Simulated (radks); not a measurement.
Charge is removed step by step from the 1s down level of Be2+, starting from 1s(up 1, down 1). Method: scalar-relativistic Kohn-Sham, r2SCAN, spin-polarised, spherical densities, finite nucleus; meta-GGA in the generalised Kohn-Sham scheme; Fermi nuclear charge, rms radius 2.519 fm; computed with a radial shooting solver on a logarithmic mesh with Libxc functionals.

| removed (e) | E - E(0) (eV) | eigenvalue (eV) |
|---|---|---|
| 0 | 0.000 | -134.55 |
| 0.125 | 17.158 | -139.98 |
| 0.25 | 34.990 | -145.32 |
| 0.375 | 53.481 | -150.50 |
| 0.5 | 72.605 | -155.43 |
| 0.625 | 92.322 | -159.96 |
| 0.75 | 112.57 | -163.79 |
| 0.875 | 133.22 | -166.40 |

The mean slope of the eigenvalue, de/dn, is 36.4 eV per electron.
